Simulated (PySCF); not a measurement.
## How good is the calculation?

Mapped SMILES: `[CH3:1][S:2][c:3]1[cH:4][cH:5][cH:6][cH:7][cH:8]1` (H(Xn): hydrogen on atom n).

Published estimates (parent shift plus substituent increments) and measurements: δ 13C C5/C7 128.7; C4/C8 126.6; C6 124.9; δ 1H H(C4)/H(C8) 7.26; H(C5)/H(C7) 7.24; H(C6) 7.10 ppm (estimated from measurements, as parent shift plus tabulated substituent increment; solution, not stated per compound (mostly CDCl3 or CCl4); Pretsch, Buehlmann, Badertscher, Structure Determination of Organic Compounds, 4th ed. (2009)).
δ 13C C3 138.7; C5/C7 128.9; C4/C8 126.7; C6 124.9 ppm (estimated from measurements, as parent shift plus tabulated substituent increment; solution, CCl4; Levy, Lichter, Nelson pp. 111-112; Breitmaier, Voelter pp. 256-258, as tabulated by Wired Chemist).

All values are calculated (PySCF 2.14): structure optimised with GFN2-xTB, NMR shieldings at PBE0/pcSseg-1/GIAO. Non-relativistic Hamiltonian, no solvent, one conformer, averaged over atoms made equivalent by symmetry, fast rotation or ring inversion.

Task: How close does the calculation come?

Result: 
Reference values: estimated from measurements, as parent shift plus tabulated substituent increment (solution, not stated per compound (mostly CDCl3 or CCl4); Pretsch, Buehlmann, Badertscher, Structure Determination of Organic Compounds, 4th ed. (2009)).
```json
{"atoms": "C5/C7", "quantity": "δ 13C", "reference": "128.7", "computed": "134.2", "computed, scaled": "128.6"}
{"atoms": "C4/C8", "quantity": "δ 13C", "reference": "126.6", "computed": "127.7", "computed, scaled": "122.3"}
{"atoms": "C6", "quantity": "δ 13C", "reference": "124.9", "computed": "128.3", "computed, scaled": "122.8"}
{"atoms": "H(C4)/H(C8)", "quantity": "δ 1H", "reference": "7.26", "computed": "7.23", "computed, scaled": "6.91"}
{"atoms": "H(C5)/H(C7)", "quantity": "δ 1H", "reference": "7.24", "computed": "7.55", "computed, scaled": "7.21"}
{"atoms": "H(C6)", "quantity": "δ 1H", "reference": "7.10", "computed": "7.28", "computed, scaled": "6.95"}
```

Reference values: estimated from measurements, as parent shift plus tabulated substituent increment (solution, CCl4; Levy, Lichter, Nelson pp. 111-112; Breitmaier, Voelter pp. 256-258, as tabulated by Wired Chemist).
```tsv
atoms	quantity	reference	computed	computed, scaled
C3	δ 13C	138.7	148.3	138.6
C5/C7	δ 13C	128.9	134.2	128.6
C4/C8	δ 13C	126.7	127.7	122.3
C6	δ 13C	124.9	128.3	122.8
```

Computed shifts are σ(ref) − σ with the named reference compound (TMS for H and C) calculated as an isolated molecule at the same level. The measured values may be among those fitted. Empirical linear scaling, fitted to shifts measured mostly in CDCl3 for H and C (δ vs TMS): 13C (scatter 2.1 ppm rms, 2.3 ppm with the 13 outliers that the fit left out, with a fitted term for attached S); 1H (scatter 0.17 ppm rms, 0.18 ppm with the 4 outliers that the fit left out). Occasional misses reach two or three times the rms, and more in compound classes unlike the fitted ones.

Task: How far are the unscaled 13C shifts from the references?

Result: Mean signed difference +4.19 ppm, mean absolute 4.19 ppm over 7 comparisons; the largest is +9.6 ppm at C3 (aromatic carbon bearing sulfur).

Task: How far are the unscaled 1H shifts from the references?

Result: Mean signed difference +0.15 ppm, mean absolute 0.17 ppm over 3 comparisons; the largest is +0.31 ppm at H(C5)/H(C7) (hydrogen on an aromatic CH).
